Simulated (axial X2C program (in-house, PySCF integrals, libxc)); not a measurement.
# TeBr: from Re and ωe to a spectrum

A bond curve at the PBE0 level, 2c, was computed with an axial X2C code built on PySCF integrals (basis Te dyall-cv3z [11s12p8d4f1g], Br dyall-cv3z [8s9p6d4f1g] (cores contracted in-house)) for the state Ω = 3/2 (⟨Sz⟩ = 0.51, ⟨Lz⟩ = 0.99 at PBE0). Its fit gives Re = 2.4675 Å, ωe = 269.3 cm⁻¹, ωexe = 0.654 cm⁻¹ and αe = 1.760e-04 cm⁻¹; the masses are 129.9062 and 78.9183 u. Two-component means X2C with spin–orbit coupling and atomic mean-field Coulomb and Gaunt terms.

Q: Find the reduced mass, Be and the force constant.

A: From the PBE0 values: μ = 49.0937 u. Be = 16.8576/(μ Re²) = 0.0564 cm⁻¹. k = 5.8918×10⁻⁷ μ ωe² = 2.1 mdyn/Å.

Q: Estimate the centrifugal constant by the Kratzer relation.

A: D = 4Be³/ωe² = 9.89e-09 cm⁻¹.

Q: A Morse curve ties αe to the other constants (Pekeris). How well does that hold?

A: αe(Morse) = 6Be²/ωe × (√(ωexe/Be) − 1) = 1.705e-04 cm⁻¹; the PBE0 curve gives 1.760e-04 cm⁻¹, a ratio of 0.97.

Q: Estimate De from a Morse curve and compare with the computed well depth of 2.386 eV to Te + Br.

A: De(Morse) = ωe²/(4ωexe) = 3.437 eV against 2.386 eV computed, a ratio of 1.44. The extrapolation overshoots: the well softens faster than a Morse curve, or the lowest atomic limit lies below the one to which the curve heads.

Q: The dipole moment p changes by 3.83 D/Å at Re. What harmonic infrared intensity follows?

A: I = 42.256 × (dp/dR)²/μ = 13 km/mol.

The state is one determinant whose occupation by symmetry is held fixed; it was picked as the lowest of a PBE0 search that is not exhaustive. Dissociation energies refer to the lowest single-determinant-based atoms at the same level and basis. Density functionals use the spin component along the axis (collinear). Without a current term, density functionals place determinants with orbital angular momentum somewhat too high.
